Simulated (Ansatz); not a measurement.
CH3FSSi, SMILES `F[SiH2]C=S`, relaxed with RKS PBE0-D4/def2-TZVP in Ansatz from a PBE-D4/def2-SVP geometry. The force threshold is 0.005 eV/Å; the program also tests the step.

Total charge 0; spin multiplicity 1.

Start:

```xyz
7

F    -0.827   -1.921    0.115
Si   -0.638   -0.303    0.334
C     0.934    0.313   -0.517
S     1.266    1.908   -0.380
H    -1.818    0.398   -0.269
H    -0.525   -0.033    1.805
H     1.610   -0.363   -1.089
```

| step | energy (eV) | largest force (eV/Å) | largest move (Å) |
| --- | --- | --- | --- |
| 1 | -22507.6950 | 1.267 | 0.000 |
| 2 | -22507.7418 | 0.747 | 0.031 |
| 3 | -22507.7552 | 0.080 | 0.020 |
| 4 | -22507.7553 | 0.043 | 0.005 |
| 5 | -22507.7554 | 0.037 | 0.008 |
| 6 | -22507.7554 | 0.014 | 0.004 |
| 7 | -22507.7554 | 0.001 | 0.002 |

End:

```xyz
7

F    -0.816   -1.875    0.115
Si   -0.632   -0.299    0.332
C     0.926    0.300   -0.515
S     1.239    1.874   -0.375
H    -1.797    0.392   -0.264
H    -0.520   -0.038    1.783
H     1.600   -0.352   -1.076
```

Hardware: 2 threads of an Arm Neoverse V1 on a shared host. Wall time 24 s, peak host memory 0.31 GiB.
